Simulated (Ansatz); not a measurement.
A structure relaxed at PBE-D4/def2-SVP in Ansatz, charge 0, singlet:

Cartesian coordinates in Å:
```
Zn -3.544 -1.769 0.717
O -2.248 0.893 2.394
O -1.607 -0.824 -0.151
Zn -1.369 1.167 -0.314
Zn -0.260 0.844 2.848
O 0.244 1.623 0.963
O -0.544 0.917 -2.161
Zn 0.937 1.588 -3.598
Zn 2.212 1.331 0.559
O 2.043 2.865 -2.407
Zn -0.966 -2.217 1.163
O 0.299 -1.096 2.288
O 0.426 -3.209 0.048
Zn 0.760 -0.704 -2.225
Zn 2.198 -1.157 1.419
O 1.949 -0.402 -0.576
H -4.043 -2.602 -0.515
H -3.909 -0.730 1.896
H -2.488 1.551 1.690
H -2.902 0.111 2.195
H -1.607 -1.217 -1.047
H -2.459 2.275 0.031
H 0.378 1.383 4.165
H 0.122 2.590 1.054
H -1.307 0.812 -2.764
H 0.322 2.284 -4.856
H 1.791 0.098 -3.346
H 2.961 2.555 -0.129
H 1.759 3.797 -2.401
H 2.384 2.673 -1.474
H -2.253 -2.898 1.812
H 0.416 -1.553 3.145
H 0.469 -2.801 -0.873
H 1.345 -3.130 0.434
H 0.150 -2.178 -2.257
H 2.807 0.370 1.878
H 2.700 -2.664 1.356
H 2.832 -0.576 -0.962
```

Problem. Give its formula.

Solution. Zn8O8H22.

Problem. Summarise the bond lengths by kind (pairs closer than 1.2 times the sum of covalent radii, bridged metal pairs left out).

Solution. 17 × O–Zn 2.01 to 2.17 Å; 1 × Zn–Zn 2.65 Å; 13 × H–Zn 1.56 to 1.74 Å; 11 × H–O 0.97 to 1.04 Å.

Single mean-field runs in def2-SVP are fitted with def2-universal-jkfit.
